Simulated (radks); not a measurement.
The numbers below are computed, except where a source is named.
The nuclear charge of neutral barium is varied continuously with 56 electrons held in [Xe] 6s2. Level of theory: scalar-relativistic Kohn-Sham, PBE, spin-unpolarised, spherical densities, finite nucleus; Fermi nuclear charge, rms radius 4.8378 fm (a radial shooting solver on a logarithmic mesh with Libxc functionals). By the Hellmann-Feynman theorem dE/dZ = E(electron-nucleus)/Z, the electronic potential at the nucleus (averaged over a nucleus of fixed radius). The scalar-relativistic energy here is not variational (the density holds large components alone), so the two differ by a part that grows with Z.

Z     E (hartree)  E(electron-nucleus)/Z (hartree)  HOMO  e(HOMO) (eV)  <r> HOMO (bohr)
55.8   -8064.8056                         -349.747    6s        -2.240            5.062
56     -8135.2310                         -351.500    6s        -3.230            4.790
56.2   -8206.0111                         -353.254    6s        -4.300            4.564
56.4   -8277.1458                         -355.007    6s        -5.442            4.370
56.6   -8348.6353                         -356.761    6s        -6.651            4.202
56.8   -8420.4798                         -358.515    6s        -7.923            4.054
57     -8492.6794                         -360.271    6s        -9.255            3.921

The central difference of E at Z = 56 is -353.014 hartree, to compare with the third column; the second derivative is -8.87 hartree.
